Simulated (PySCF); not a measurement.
Dipole response of Cu⁻ (copper, charge -1)

[Ar] 3d10 4s2, closed-shell 1S. Calculation: PySCF 2.14, in dyall-av2z (16s12p7d2f, 101 functions); the non-relativistic Hamiltonian (point nucleus). Coupled (time-dependent) response in atomic units; α is the mean over directions. A double-zeta set is small for polarisabilities.

```tsv
method	mean α (bohr³)	C₆ (like pair)	S(−4)
wB97X-V	280.9	4365	64410
```

S(−4) is the Cauchy moment in α(ω) = α(0) + S(−4) ω² + …

α(iu) at wB97X-V:

```json
{"u (hartree)": "0", "α(iu) (bohr³)": "280.9"}
{"u (hartree)": "0.0500", "α(iu) (bohr³)": "184.1"}
{"u (hartree)": "0.100", "α(iu) (bohr³)": "100.4"}
{"u (hartree)": "0.200", "α(iu) (bohr³)": "41.90"}
{"u (hartree)": "0.300", "α(iu) (bohr³)": "23.15"}
{"u (hartree)": "0.500", "α(iu) (bohr³)": "10.82"}
{"u (hartree)": "0.750", "α(iu) (bohr³)": "6.145"}
{"u (hartree)": "1.00", "α(iu) (bohr³)": "4.230"}
{"u (hartree)": "1.50", "α(iu) (bohr³)": "2.529"}
{"u (hartree)": "2.00", "α(iu) (bohr³)": "1.730"}
{"u (hartree)": "3.00", "α(iu) (bohr³)": "0.9790"}
{"u (hartree)": "5.00", "α(iu) (bohr³)": "0.4615"}
```

A single London oscillator, α(iu) = α/(1 + u²/ω²), gives C₆ = (3/4) ω α². Matching the computed C₆ needs ω = 4 × 4365 / (3 × 280.9²) = 0.0738 hartree.

For an ion, C₆ is the dispersion term alone; charge-induced terms of lower order in 1/R come first.
